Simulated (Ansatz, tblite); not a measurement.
Removing and adding an electron: Ga₂N₂ (the lowest singlet isomer of a short search). Total charge 0; singlet. Geometry: PBE-D4/def2-SVP. Ansatz, gas phase; energy differences of separate SCF runs; the oxidised species was run as a doublet alone; the reduced species was run as a doublet alone.

```xyz
4

Ga    0.895    0.089   -1.756
Ga    0.323    1.339    0.983
N    -0.344   -0.687   -0.137
N    -0.874   -0.741    0.910
```

The xTB rows come from tblite. LC-ωPBE has ω = 0.4 bohr⁻¹. B3LYP takes the VWN-RPA correlation. At PBE0-D4/def2-TZVP a triplet of charge 0 lies 0.17 eV below the restricted singlet, each at its own geometry. The structure comes from a short search, and lower isomers may exist.

```csv
level,−HOMO (eV),vertical IE (eV),−LUMO (eV),vertical EA (eV),HOMO–LUMO gap (eV),IE − EA (eV),remarks
GFN1-xTB,7.37,9.99,6.88,–,0.49,–,–
GFN2-xTB,6.63,9.76,6.52,3.64,0.11,6.11,–
PBE-D4/def2-TZVP,3.87,6.47,3.30,–,0.57,–,–
PBE-D4/def2-TZVPD,3.89,–,3.32,1.03,0.57,–,HOMO above zero (-1 doublet)
r2SCAN-D4/def2-TZVPD,4.07,–,3.24,1.14,0.83,–,HOMO above zero (-1 doublet)
B3LYP-D4/def2-TZVP,4.43,6.43,2.66,–,1.77,–,–
PBE0-D4/def2-TZVP,4.60,6.37,2.47,–,2.13,–,–
PBE0-D4/def2-TZVPD,4.61,–,2.48,0.95,2.13,–,HOMO above zero (-1 doublet)
r2SCAN0-D4/def2-TZVP,4.73,6.39,2.45,–,2.28,–,–
BHLYP-D4/def2-TZVP,5.15,6.16,1.63,–,3.53,–,–
CAM-B3LYP-D4/def2-TZVP,5.55,6.32,1.46,–,4.09,–,–
LC-ωPBE/def2-TZVP,6.59,6.25,0.42,–,6.16,–,–
```

Run but left out: r2SCAN-D4/def2-TZVP (singlet: restricted singlet, unstable towards broken spin symmetry).   A HOMO above zero means that the electron is unbound at that level or that self-interaction error raises the level; the energy of removing that electron tells which. Raw xTB energy differences between charge states are shifted by several eV; the methods need an empirical correction for them.
